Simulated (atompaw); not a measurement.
# helium (He): PAW (atompaw) pseudisation with PBE, non-relativistic reference atom.

The input file (atompaw 4.2.0.5):

```
He 2
GGA-PBE loggrid 1500 logderivrange -4 5 226
1 0 0 0 0 0
1 0 1.5
0 0 0
v
1
0.75 0.70 0.65 0.75
y
1.3
n
y
0.45
y
1.45
n
custom rrkj vanderbiltortho gaussian
2 0 troulliermartins
0.75
0.75
0.70
0.75
PWSCFOUT
UPFDX 0.0125d0 UPFXMIN -7.d0 UPFZMESH 2.d0
END
```

Command:

```bash
atompaw < He.input > He.log
```

Output (summary file):

```
Completed calculations for He (AE)

 Exchange-correlation type: GGA, Perdew-Burke-Ernzerhof

 Radial integration grid is logarithmic
 r0 =   3.3613967E-03 h =   6.7227934E-03   n =      1500 rmax =   8.0000000E+01

 Non-relativistic calculation

 AEatom converged in  17 iterations
   nz     =   2.00
   delta  =       5.200342184966E-17

 All Electron Orbital energies:
  n  l      occupancy      energy
  1  0      1.5000000E+00 -1.9638972E+00

 Total energy
   Total                    :       -5.01029864053032

 ---
 Completed calculations for He (SC)

 Exchange-correlation type: GGA, Perdew-Burke-Ernzerhof

 Radial integration grid is logarithmic
 r0 =   3.3613967E-03 h =   6.7227934E-03   n =      1500 rmax =   8.0000000E+01

 Non-relativistic calculation

 SCatom converged in   1 iterations
   nz     =   2.00
   delta  =       2.793132523232E-19

 Valence Electron Orbital energies:
  n  l      occupancy      energy
   1  0      1.5000000E+00 -1.9638972E+00

 Total energy
   Total                    :       -5.01029864025329
   Valence                  :       -5.01029864025330

 PAW parameters:
       lmax =            1
         rc =   0.74974407670817311
        irc =          806
   rc_shape =   0.70077871214623944
    rc_vloc =   0.65058581154326978
    rc_core =   0.74974407670817311
   Vloc: Norm-conserving Troullier-Martins with l= 2;e=   0.0000E+00
   Projector type: RRKJ pseudization + Vanderbilt ortho.
   Gaussian compensation charge shape with gausstol =   1.0000E-04

 Number of basis functions     4
 No.   n  nodes  l      Energy         Cp coeff         Occ
  1    1    0    0   -0.1963897E+01  0.4905880E+03  0.1500000E+01
  2  999    1    0    0.1300000E+01  0.1132299E+03  0.0000000E+00
  3  999    0    1    0.4500000E+00 -0.7927355E+04  0.0000000E+00
  4  999    1    1    0.1450000E+01 -0.7037679E+04  0.0000000E+00

 Eigenvalues of overlap operator (in the basis of projectors):
    1        6.93980848E-01
    2        9.26293571E+01
    3        6.74109678E+02
    4        3.98897156E+06

 Orbital leakage outside PAW augmentation regions
   orb  is_core?  %out_of_sphere
   1 0    F          49.80

 Summary of PAW energies
   Total valence energy     :     -5.01031818626625
   Smooth energy            :      9.28083488985235
   One center               :    -14.29115307611860
   Smooth kinetic           :      4.09043898378207
   Vloc energy              :      0.01858022555863
   Smooth exch-corr         :     -1.43728006112454
   One-center xc            :     -0.13896682373379
```

The run took about 0.18 s on one core of a shared server CPU.
